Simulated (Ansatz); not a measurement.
Consider the ligand exchange at the Si–C bond: `[SiH3][CH]1[CH2][GaH]1` + `OBS` → `OBS[SiH3]` + `[CH2]1[CH2][GaH]1`.

Isolated molecules relaxed with PBE0-D4/def2-TZVP in Ansatz; ΔE leaves out vibrations. CCSD(T)/CBS is the MP2 limit (def2-TZVPP, def2-QZVPP) plus CCSD(T) − MP2 in def2-TZVPP, frozen cores. DFT in def2-TZVPP. For Ga outer-core shells are correlated without core-valence functions, which leaves a few kJ/mol of doubt a bond. Scalar relativity is left out up to krypton. Each species was taken in one conformer, which may not be the lowest.

CCSD(T)/CBS gives +9.0 kJ/mol.

Problem. Another level gave -8.2 kJ/mol. Which?
A. MP2/def2-TZVPP
B. CCSD/def2-TZVPP
C. r2SCAN-D4/def2-TZVPP
D. SCS-MP2/def2-TZVPP

Solution. D. SCS-MP2/def2-TZVPP -8.2, MP2/def2-TZVPP -13.0, r2SCAN-D4 8.7, CCSD/def2-TZVPP -2.9 kJ/mol.

Largest T1 diagnostic among the species: 0.017.

The D4 term adds +6.4 kJ/mol with B3LYP and +3.2 kJ/mol with PBE0; it sums over pairs of atoms, weighted by their polarisabilities, and B3LYP, whose exchange is more repulsive, gets the larger term. From PBE to PBE0 (25 % exact exchange), in def2-TZVPP and without D4, ΔE moves by −14.9 kJ/mol.

B3LYP here is the variant with VWN-RPA as its local correlation; programs differ in this.
